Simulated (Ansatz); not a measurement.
Isolated molecules relaxed with PBE0-D4/def2-TZVP in Ansatz; ΔE leaves out vibrations. CCSD(T)/CBS adds triple-zeta CCSD(T) − MP2 to the extrapolated MP2 energy (def2 sets, frozen cores). This one scheme is used for every species, atoms too. DFT in def2-TZVPP. No spin–orbit coupling; open shells (•) take unrestricted orbitals. Spin–orbit coupling would lower the free atoms: a little for C, Cl; strongly for In. Elements past krypton have def2 core potentials. For In outer-core shells are correlated without core-valence functions, so the limit isn't a true one: a few kJ/mol of doubt a bond, and 10 to 20 or more in all where bonds break to atoms. One conformer a species, not always the lowest.

Reaction (atomization): `C[NH][In]([Cl])[Cl]` → C• + 2 Cl• + 4 H• + In• + N•

CCSD(T)/CBS gives +30.08 eV.

(1) Another level gave +29.06 eV. Which?
A. CCSD(T)/def2-TZVPP
B. LDA (SPW92)/def2-TZVPP
C. r2SCANh/def2-TZVPP
D. r2SCANh-D4/def2-TZVPP

Largest T1 diagnostic among the species: 0.015.

Results:

(1) A. CCSD(T)/def2-TZVPP 29.06, r2SCANh 29.67, LDA (SPW92) 34.44, r2SCANh-D4 29.73 eV.

At CCSD(T), def2-SVP lies −2.19 eV from the extrapolated value and def2-TZVPP −1.02 eV: correlation converges slowly with the basis, and small sets miss more of it in the bonded molecule than in its fragments. From BLYP to BHLYP (50 % exact exchange), in def2-TZVPP and without D4, ΔE moves by −0.56 eV: exact exchange takes away binding that semilocal exchange gives to molecules.

For atomizations the MP2-based limit and the directly extrapolated one differ by several kJ/mol either way, and by 10 to 25 for some Ge, Se and Sn compounds, so smaller differences from it don't rank the levels.
